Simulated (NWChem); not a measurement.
Cl[C](Cl)Cl (CCl$_{3}$, doublet), optimised at PBE0/def2-SVP with NWChem:

highest occupied level (eV): -6.37
lowest empty minus highest occupied level, either spin (eV): 4.14
dipole (D): 0.24
highest harmonic frequency (cm⁻¹): 930
zero-point energy (kcal/mol): 4.6

Spin-unrestricted.

Q: One C atom is replaced by Si, giving Cl[Si](Cl)Cl (SiCl$_{3}$, doublet), optimised at the same level. How do these values move?

A: 
| quantity | new value | change |
|---|---|---|
| highest occupied level (eV) | -7.08 | -0.71 |
| lowest empty minus highest occupied level, either spin (eV) | 3.58 | -0.56 |
| dipole (D) | 0.75 | +0.51 |
| highest harmonic frequency (cm⁻¹) | 600 | -330 |
| zero-point energy (kcal/mol) | 3.2 | -1.4 |
